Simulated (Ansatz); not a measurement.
Consider the formal exchange of groups at a Ge–C bond: `C[CH]([AlH2])[GeH3]` + `CC(C)CO` → `C[CH](C)[GeH3]` + `C[CH]([AlH2])CO`.

Computed with Ansatz on PBE0-D4/def2-TZVP structures; ΔE is electronic, products minus reactants. CCSD(T)/CBS is the MP2 limit (def2-TZVPP, def2-QZVPP) plus CCSD(T) − MP2 in def2-TZVPP, frozen cores. DFT in def2-TZVPP. B3LYP here is the variant with VWN-RPA as its local correlation; programs differ in this. For Ge outer-core shells are correlated without core-valence functions, which leaves a few kJ/mol of doubt a bond. Scalar relativity is left out up to krypton. Each species was taken in one conformer, which may not be the lowest.

| level | ΔE (kcal/mol) | difference from CCSD(T)/CBS |
| --- | --- | --- |
| B3LYP-D4 | 5.4 | -0.7 |
| B2PLYP | 5.7 | -0.4 |
| r2SCAN | 6.2 | 0.1 |
| B3LYP | 5.3 | -0.8 |
| HF/def2-TZVPP | 6.1 | 0.0 |
| MP2/def2-TZVPP | 6.2 | 0.1 |
| HF/def2-QZVPP | 6.2 | 0.1 |
| MP2/def2-QZVPP | 6.1 | 0.0 |
| SCS-MP2/def2-QZVPP | 5.9 | -0.2 |
| CCSD/CBS(def2) | 6.0 | -0.1 |
| CCSD(T)/CBS | 6.1 | 0 |

Largest T1 diagnostic among the species: 0.011.
